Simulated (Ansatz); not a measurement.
`FC(F)(F)CC(F)(F)F` + `FCC(F)F` → `FCC(F)(F)C(F)(F)F` + `CC(F)(F)F`  (formal exchange of groups at a C–C bond)

Gas-phase electronic energies from Ansatz, PBE0-D4/def2-TZVP geometries. CBS: MP2 limit from def2 TZ/QZ plus the TZ coupled-cluster correction, frozen cores. Functionals use def2-TZVPP. B3LYP here is the variant with VWN-RPA as its local correlation; programs differ in this. HSE06 is defined as in plane-wave codes. One conformer a species, not always the lowest.

```json
{"level": "LDA (SPW92)", "ΔE (kJ/mol)": "-1.2", "difference from CCSD(T)/CBS": "-3.5"}
{"level": "PBE-D4", "ΔE (kJ/mol)": "2.8", "difference from CCSD(T)/CBS": "0.5"}
{"level": "revPBE-D4", "ΔE (kJ/mol)": "2.5", "difference from CCSD(T)/CBS": "0.2"}
{"level": "BLYP-D4", "ΔE (kJ/mol)": "3.9", "difference from CCSD(T)/CBS": "1.6"}
{"level": "r2SCAN-D4", "ΔE (kJ/mol)": "-1.6", "difference from CCSD(T)/CBS": "-3.9"}
{"level": "B97M-V", "ΔE (kJ/mol)": "-1.3", "difference from CCSD(T)/CBS": "-3.6"}
{"level": "PBE0-D4", "ΔE (kJ/mol)": "3.0", "difference from CCSD(T)/CBS": "0.7"}
{"level": "B3LYP-D4", "ΔE (kJ/mol)": "4.0", "difference from CCSD(T)/CBS": "1.7"}
{"level": "r2SCANh-D4", "ΔE (kJ/mol)": "-0.9", "difference from CCSD(T)/CBS": "-3.2"}
{"level": "BHLYP-D4", "ΔE (kJ/mol)": "4.3", "difference from CCSD(T)/CBS": "2.0"}
{"level": "CAM-B3LYP-D4", "ΔE (kJ/mol)": "3.2", "difference from CCSD(T)/CBS": "0.9"}
{"level": "ωB97X-V", "ΔE (kJ/mol)": "1.6", "difference from CCSD(T)/CBS": "-0.7"}
{"level": "ωB97M-V", "ΔE (kJ/mol)": "0.9", "difference from CCSD(T)/CBS": "-1.4"}
{"level": "B2PLYP", "ΔE (kJ/mol)": "4.4", "difference from CCSD(T)/CBS": "2.1"}
{"level": "PBE-QIDH", "ΔE (kJ/mol)": "3.3", "difference from CCSD(T)/CBS": "1.0"}
{"level": "PBE", "ΔE (kJ/mol)": "3.5", "difference from CCSD(T)/CBS": "1.2"}
{"level": "revPBE", "ΔE (kJ/mol)": "5.2", "difference from CCSD(T)/CBS": "2.9"}
{"level": "BLYP", "ΔE (kJ/mol)": "5.7", "difference from CCSD(T)/CBS": "3.4"}
{"level": "r2SCAN", "ΔE (kJ/mol)": "-1.5", "difference from CCSD(T)/CBS": "-3.8"}
{"level": "B3LYP", "ΔE (kJ/mol)": "5.1", "difference from CCSD(T)/CBS": "2.8"}
{"level": "r2SCANh", "ΔE (kJ/mol)": "-0.9", "difference from CCSD(T)/CBS": "-3.2"}
{"level": "r2SCAN0", "ΔE (kJ/mol)": "0.1", "difference from CCSD(T)/CBS": "-2.2"}
{"level": "HSE06", "ΔE (kJ/mol)": "3.5", "difference from CCSD(T)/CBS": "1.2"}
{"level": "BHLYP", "ΔE (kJ/mol)": "5.0", "difference from CCSD(T)/CBS": "2.7"}
{"level": "CAM-B3LYP", "ΔE (kJ/mol)": "3.7", "difference from CCSD(T)/CBS": "1.4"}
{"level": "LC-ωPBE", "ΔE (kJ/mol)": "2.9", "difference from CCSD(T)/CBS": "0.6"}
{"level": "RPA@PBE/def2-TZVPP", "ΔE (kJ/mol)": "3.2", "difference from CCSD(T)/CBS": "0.9"}
{"level": "HF/def2-SVP", "ΔE (kJ/mol)": "8.0", "difference from CCSD(T)/CBS": "5.7"}
{"level": "MP2/def2-SVP", "ΔE (kJ/mol)": "1.7", "difference from CCSD(T)/CBS": "-0.6"}
{"level": "CCSD/def2-SVP", "ΔE (kJ/mol)": "2.3", "difference from CCSD(T)/CBS": "0.0"}
{"level": "HF/def2-TZVPP", "ΔE (kJ/mol)": "6.0", "difference from CCSD(T)/CBS": "3.7"}
{"level": "MP2/def2-TZVPP", "ΔE (kJ/mol)": "3.7", "difference from CCSD(T)/CBS": "1.4"}
{"level": "SCS-MP2/def2-TZVPP", "ΔE (kJ/mol)": "4.5", "difference from CCSD(T)/CBS": "2.2"}
{"level": "CCSD(T)/def2-TZVPP", "ΔE (kJ/mol)": "2.9", "difference from CCSD(T)/CBS": "0.6"}
{"level": "HF/def2-QZVPP", "ΔE (kJ/mol)": "5.9", "difference from CCSD(T)/CBS": "3.6"}
{"level": "MP2/def2-QZVPP", "ΔE (kJ/mol)": "3.3", "difference from CCSD(T)/CBS": "1.0"}
{"level": "SCS-MP2/def2-QZVPP", "ΔE (kJ/mol)": "4.2", "difference from CCSD(T)/CBS": "1.9"}
{"level": "HF/CBS(def2)", "ΔE (kJ/mol)": "5.9", "difference from CCSD(T)/CBS": "3.6"}
{"level": "MP2/CBS(def2)", "ΔE (kJ/mol)": "3.1", "difference from CCSD(T)/CBS": "0.8"}
{"level": "CCSD/CBS(def2)", "ΔE (kJ/mol)": "3.1", "difference from CCSD(T)/CBS": "0.8"}
{"level": "CCSD(T)/CBS", "ΔE (kJ/mol)": "2.3", "difference from CCSD(T)/CBS": "0"}
```

Question: What do rigid-rotor, harmonic-oscillator terms from PBE0-D4/def2-TZVP frequencies (298.15 K, 1 bar) make of the CCSD(T)/CBS value? (Best estimate.)

Answer: The calculation gave: ΔZPE = -3.6 kJ/mol, ΔH = -0.7 kJ/mol, ΔS = -11 J/(mol·K), ΔG = +2.4 kJ/mol. Modes under 50 cm⁻¹ make the entropy rough.

Largest T1 diagnostic among the species: 0.012.

Leaving LDA and LC-ωPBE aside and taking each functional with its dispersion term where it has one, the values spread over 6.1 kJ/mol, from r2SCAN-D4 to B2PLYP. LDA lies −4.7 kJ/mol from PBE without D4.
